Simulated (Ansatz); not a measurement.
CdMe(NH2) (CH₅CdN), relaxed as a singlet with RKS PBE-D4/def2-TZVP in Ansatz, starting from the GFN2-xTB geometry. Force threshold 0.02 eV/Å.

In the def2 sets Cd takes a core potential; there is no spin–orbit coupling.

Start:

| atom | x (Å) | y (Å) | z (Å) |
| --- | --- | --- | --- |
| Cd1 | 0.167 | -0.062 | -0.710 |
| C2 | -1.183 | 1.232 | 0.411 |
| H3 | -1.791 | 1.896 | -0.197 |
| H4 | -0.577 | 1.829 | 1.094 |
| H5 | -1.838 | 0.583 | 0.995 |
| N6 | 1.534 | -1.570 | -0.275 |
| H7 | 2.454 | -1.428 | -0.691 |
| H8 | 1.234 | -2.480 | -0.629 |

```
step  energy (eV)  largest force component (eV/Å)  SCF passes
   1   -7170.9105                           1.068          20
   2   -7171.0901                           0.574          22
   3   -7171.2076                           0.239          20
   4   -7171.2907                           0.323          20
   5   -7171.2960                           0.143          21
   6   -7171.3018                           0.091          20
   7   -7171.3033                           0.006          22
```

Force components are those of the run's own axes.

End:

Cartesian coordinates in Å:
```
Cd 0.227 -0.235 -0.038
C -1.192 1.239 0.464
H -1.584 1.709 -0.447
H -0.727 2.010 1.093
H -2.023 0.784 1.018
N 1.632 -1.683 -0.338
H 2.416 -1.341 -0.901
H 1.250 -2.482 -0.852
```

By distances, no bond broke or formed. The bond that changes most is Cd1–C2, from 2.18 to 2.11 Å (atoms count from 1).

No frequencies were taken in this run, so the end may be a saddle point.

Hardware: 4 threads of Intel Xeon on a shared host. Wall time 13 s.
